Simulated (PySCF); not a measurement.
**Radial density of Cu (copper, neutral)**

TPSS, [Ar] 3d10 4s1, 2S determinant. All numbers are calculated (PySCF 2.14, a scalar-relativistic core potential, in aug-cc-pVDZ-PP with ECP10MDF). This is the valence pseudo-density: the core potential removes the inner electrons and smooths the orbitals near the nucleus.

| r (bohr) | 4πr²ρ (e/bohr) | 4πr²(ρα − ρβ) |
| --- | --- | --- |
| 0.00676 | 1.493e-05 | 0.0000 |
| 0.0114 | 4.188e-05 | 0.0000 |
| 0.0191 | 0.0001219 | 0.0000 |
| 0.0322 | 0.0004959 | 0.0000 |
| 0.0541 | 0.004720 | 0.0000 |
| 0.0911 | 0.06432 | -0.0009 |
| 0.153 | 0.6458 | -0.0088 |
| 0.258 | 4.126 | -0.0428 |
| 0.433 | 16.55 | -0.0766 |
| 0.729 | 20.67 | -0.1067 |
| 1.23 | 6.748 | 0.0845 |
| 2.06 | 1.564 | 0.4311 |
| 3.47 | 0.4045 | 0.2557 |
| 5.84 | 0.03375 | 0.0291 |
| 9.82 | 0.0001742 | 0.0002 |

Energies and moments cover only the electrons outside the core potential.

Task: Where is the radial spin density 4πr²(ρα − ρβ) most negative, and why is it negative at all?

Result: Around r = 0.729 bohr, down to -0.1067 e/bohr: exchange with the open shell polarises the paired shells in an unrestricted calculation.
